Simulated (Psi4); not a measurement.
H₂BN, triplet, at a GFN2-xTB geometry (a higher spin typed on purpose: for a closed-shell molecule this is an excited state), atoms displaced at random by about 0.08 Å a coordinate; PBE0/def2-SVP, gradient in Psi4.

Here is a job for Psi4.
```
memory 2 GB

molecule mol {
0 3
  B     0.773846   -0.113003    0.452496
  N    -0.439504    0.059536   -0.148286
  H     1.514471    0.100397   -0.427912
  H    -0.787194    0.561201   -0.889834
symmetry c1
no_reorient
no_com
}

set basis def2-svp
set reference uks

gradient('pbe0')
print_variables()
```

The log (banner, timings and long lists left out):

```
gradient() will perform analytic gradient computation.

   => Loading Basis Set <=

    Name: DEF2-SVP
    Role: ORBITAL
    Keyword: BASIS

         ---------------------------------------------------------
                                   SCF
               by Justin Turney, Rob Parrish, Andy Simmonett
                          and Daniel G. A. Smith
                              UKS Reference
         ---------------------------------------------------------

  ==> Geometry <==

    Molecular point group: c1
    Full point group: C1

    Geometry (in Angstrom), charge = 0, multiplicity = 3:

       Center              X                  Y                   Z               Mass
    ------------   -----------------  -----------------  -----------------  -----------------
         B            0.773846000000    -0.113003000000     0.452496000000    11.009305360000
         N           -0.439504000000     0.059536000000    -0.148286000000    14.003074004430
         H            1.514471000000     0.100397000000    -0.427912000000     1.007825032230
         H           -0.787194000000     0.561201000000    -0.889834000000     1.007825032230

  Running in c1 symmetry.

  Rotational constants: A =     10.28333  B =      1.14410  C =      1.03940 [cm^-1]
  Rotational constants: A = 308286.59866  B =  34299.11104  C =  31160.45101 [MHz]
  Nuclear repulsion =   23.006499928836682

  Charge       = 0
  Multiplicity = 3
  Electrons    = 14
  Nalpha       = 8
  Nbeta        = 6

  ==> Algorithm <==

  SCF Algorithm Type is DF.
  DIIS enabled.
  MOM disabled.
  Fractional occupation disabled.
  Guess Type is SAD.
  Energy threshold   = 1.00e-08
  Density threshold  = 1.00e-08
  Integral threshold = 1.00e-12

  ==> Primary Basis <==

  Basis Set: DEF2-SVP
    Blend: DEF2-SVP
    Number of shells: 18
    Number of basis functions: 38
    Number of Cartesian functions: 40
    Spherical Harmonics?: true
    Max angular momentum: 2

  ==> DFT Potential <==

   => LibXC <=

    Version 7.1.2
    S. Lehtola, C. Steigemann, M. J. T. Oliveira, and M. A. L. Marques,  SoftwareX 7, 1–5 (2018) (10.1016/j.softx.2017.11.002)

   => Composite Functional: PBE0 <=

    PBE0 Hyb-GGA Exchange-Correlation Functional

    C. Adamo and V. Barone,  J. Chem. Phys. 110, 6158 (1999) (10.1063/1.478522)
    M. Ernzerhof and G. E. Scuseria,  J. Chem. Phys. 110, 5029 (1999) (10.1063/1.478401)

    Deriv               =              1
    GGA                 =           TRUE
    Meta                =          FALSE

    Exchange Hybrid     =           TRUE
    MP2 Hybrid          =          FALSE

   => Exchange Functionals <=

    0.7500   Perdew, Burke & Ernzerhof

   => Exact (HF) Exchange <=

    0.2500               HF

   => Correlation Functionals <=

    1.0000   Perdew, Burke & Ernzerhof

   => LibXC Density Thresholds  <==

    XC_HYB_GGA_XC_PBEH:  1.00E-15

   => Molecular Quadrature <=

    Radial Scheme          =       TREUTLER
    Pruning Scheme         =           NONE
    Nuclear Scheme         =       TREUTLER

    Blocking Scheme        =         OCTREE
    BS radius alpha        =              1
    Pruning alpha          =              1
    Radial Points          =             75
    Spherical Points       =            302
    Total Points           =          87376
    Total Blocks           =            700
    Max Points             =            256
    Max Functions          =             38
    Weights Tolerance      =       1.00E-15

   => Loading Basis Set <=

    Name: (DEF2-SVP AUX)
    Role: JKFIT
    Keyword: DF_BASIS_SCF

  ==> Integral Setup <==

  SCF_SUBTYPE=INCORE selected. In-core MEM_DF algorithm will be used.
  Using in-core AOs.

  ==> MemDFJK: Density-Fitted J/K Matrices <==

    J tasked:                   Yes
    K tasked:                   Yes
    wK tasked:                   No
    Algorithm:                 Core
    Schwarz Cutoff:           1E-12
    Mask sparsity (%):       0.0000
    Fitting Condition:        1E-10

   => Auxiliary Basis Set <=

  Basis Set: (DEF2-SVP AUX)
    Blend: DEF2-UNIVERSAL-JKFIT
    Number of shells: 62
    Number of basis functions: 188
    Number of Cartesian functions: 222
    Spherical Harmonics?: true
    Max angular momentum: 4

  Minimum eigenvalue in the overlap matrix is 1.5242579595E-02.
  Reciprocal condition number of the overlap matrix is 3.4644957649E-03.
    Using symmetric orthogonalization.

  ==> Pre-Iterations <==

  SCF Guess: Superposition of Atomic Densities via on-the-fly atomic UHF (no occupation information).

   -------------------------
    Irrep   Nso     Nmo
   -------------------------
     A         38      38
   -------------------------
    Total      38      38
   -------------------------

  ==> Iterations <==

                           Total Energy        Delta E     RMS |[F,P]|

   @DF-UKS iter SAD:   -79.97213861034898   -7.99721e+01   0.00000e+00
   @DF-UKS iter   1:   -80.35576726499140   -3.83629e-01   1.31731e-02 ADIIS/DIIS
   @DF-UKS iter   2:   -80.22451500441711    1.31252e-01   1.83764e-02 ADIIS/DIIS
   @DF-UKS iter   3:   -80.47685002021177   -2.52335e-01   2.30356e-03 ADIIS/DIIS
   @DF-UKS iter   4:   -80.48209458652238   -5.24457e-03   7.50361e-04 ADIIS/DIIS
   @DF-UKS iter   5:   -80.48273791833682   -6.43332e-04   1.48820e-04 ADIIS/DIIS
   @DF-UKS iter   6:   -80.48279783781534   -5.99195e-05   3.43254e-05 DIIS
   @DF-UKS iter   7:   -80.48280397501419   -6.13720e-06   1.57023e-05 DIIS
   @DF-UKS iter   8:   -80.48280608677230   -2.11176e-06   9.04156e-06 DIIS
   @DF-UKS iter   9:   -80.48280699391420   -9.07142e-07   6.00703e-06 DIIS
   @DF-UKS iter  10:   -80.48280768106115   -6.87147e-07   2.82151e-06 DIIS
   @DF-UKS iter  11:   -80.48280780189803   -1.20837e-07   8.79502e-07 DIIS
   @DF-UKS iter  12:   -80.48280780930934   -7.41130e-09   3.00991e-07 DIIS
   @DF-UKS iter  13:   -80.48280780988689   -5.77558e-10   1.08731e-07 DIIS
[...]
   @S   Expected:                1.000000000E+00
   @S   Observed:                1.000000000E+00

    Orbital Energies [Eh]
    ---------------------

    Alpha Occupied:

[...]
    Alpha Virtual:

[...]
    Beta Occupied:

[...]
    Beta Virtual:

[...]
    Final Occupation by Irrep:
              A
    DOCC [     6 ]
    SOCC [     2 ]
    NA   [     8 ]
    NB   [     6 ]

  @DF-UKS Final Energy:   -80.48280780993639

   => Energetics <=

    Nuclear Repulsion Energy =             23.0064999288366820
    One-Electron Energy =                -153.2597119654689664
    Two-Electron Energy =                  58.5361883393587306
    DFT Exchange-Correlation Energy =      -8.7657841126628480
    Empirical Dispersion Energy =           0.0000000000000000
    VV10 Nonlocal Energy =                  0.0000000000000000
    Total Energy =                        -80.4828078099363893

  UHF NO Occupations:
  HONO-2 :    6  A 1.9993920
  HONO-1 :    7  A 1.0000000
  HONO-0 :    8  A 1.0000000
  LUNO+0 :    9  A 0.0006080
  LUNO+1 :   10  A 0.0005789
  LUNO+2 :   11  A 0.0001613
  LUNO+3 :   12  A 0.0001257

Computation Completed

Properties will be evaluated at   0.000000,   0.000000,   0.000000 [a0]

Properties computed using the SCF density matrix

 Multipole Moments:

 ------------------------------------------------------------------------------------
     Multipole            Electronic (a.u.)      Nuclear  (a.u.)        Total (a.u.)
 ------------------------------------------------------------------------------------

 L = 1.  Multiply by 2.5417464519 to convert [e a0] to [Debye]
 Dipole X            :         -3.1705734            2.8723440           -0.2982294
 Dipole Y            :         -0.5968427            0.9700626            0.3732199
 Dipole Z            :         -0.3012167           -0.1762510           -0.4774676
 Magnitude           :                                                    0.6754326

 ------------------------------------------------------------------------------------

         ------------------------------------------------------------
                                   SCF GRAD
                          Rob Parrish, Justin Turney,
                       Andy Simmonett, and Alex Sokolov
         ------------------------------------------------------------

  ==> Geometry <==

    Molecular point group: c1
    Full point group: C1

    Geometry (in Angstrom), charge = 0, multiplicity = 3:

       Center              X                  Y                   Z               Mass
    ------------   -----------------  -----------------  -----------------  -----------------
         B            0.773846000000    -0.113003000000     0.452496000000    11.009305360000
         N           -0.439504000000     0.059536000000    -0.148286000000    14.003074004430
         H            1.514471000000     0.100397000000    -0.427912000000     1.007825032230
         H           -0.787194000000     0.561201000000    -0.889834000000     1.007825032230

  Nuclear repulsion =   23.006499928836682

  ==> Basis Set <==

  Basis Set: DEF2-SVP
    Blend: DEF2-SVP
    Number of shells: 18
    Number of basis functions: 38
    Number of Cartesian functions: 40
    Spherical Harmonics?: true
    Max angular momentum: 2

  ==> DFJKGrad: Density-Fitted SCF Gradients <==

    Gradient:                    1
    J tasked:                  Yes
    K tasked:                  Yes
    wK tasked:                  No
    Integrals threads:           1
    Schwarz Cutoff:          1E-12
    Fitting Condition:       1E-10

   => Auxiliary Basis Set <=

  Basis Set: (DEF2-SVP AUX)
    Blend: DEF2-UNIVERSAL-JKFIT
    Number of shells: 62
    Number of basis functions: 188
    Number of Cartesian functions: 222
    Spherical Harmonics?: true
    Max angular momentum: 4

  ==> DFT Potential <==

   => LibXC <=

    Version 7.1.2
    S. Lehtola, C. Steigemann, M. J. T. Oliveira, and M. A. L. Marques,  SoftwareX 7, 1–5 (2018) (10.1016/j.softx.2017.11.002)

   => Composite Functional: PBE0 <=

    PBE0 Hyb-GGA Exchange-Correlation Functional

    C. Adamo and V. Barone,  J. Chem. Phys. 110, 6158 (1999) (10.1063/1.478522)
    M. Ernzerhof and G. E. Scuseria,  J. Chem. Phys. 110, 5029 (1999) (10.1063/1.478401)

    Deriv               =              1
    GGA                 =           TRUE
    Meta                =          FALSE

    Exchange Hybrid     =           TRUE
    MP2 Hybrid          =          FALSE

   => Exchange Functionals <=

    0.7500   Perdew, Burke & Ernzerhof

   => Exact (HF) Exchange <=

    0.2500               HF

   => Correlation Functionals <=

    1.0000   Perdew, Burke & Ernzerhof

   => LibXC Density Thresholds  <==

    XC_HYB_GGA_XC_PBEH:  1.00E-15

   => Molecular Quadrature <=

    Radial Scheme          =       TREUTLER
    Pruning Scheme         =           NONE
    Nuclear Scheme         =       TREUTLER

    Blocking Scheme        =         OCTREE
    BS radius alpha        =              1
    Pruning alpha          =              1
    Radial Points          =             75
    Spherical Points       =            302
    Total Points           =          87376
    Total Blocks           =            700
    Max Points             =            256
    Max Functions          =             38
    Weights Tolerance      =       1.00E-15

  -Total Gradient:
     Atom            X                  Y                   Z
    ------   -----------------  -----------------  -----------------
       1        0.010724297171     0.006779555099    -0.013557427930
       2       -0.002356214694     0.028073219983    -0.051476074941
       3       -0.029582634479    -0.005544590440     0.016530653753
       4        0.021203425489    -0.029299422252     0.048510508411

  Variable Map:
  ----------------------------------------------------------------------------
[...]
  Array Variable Map:
  ----------------------------------------------------------------------------
[...]
[...]
```
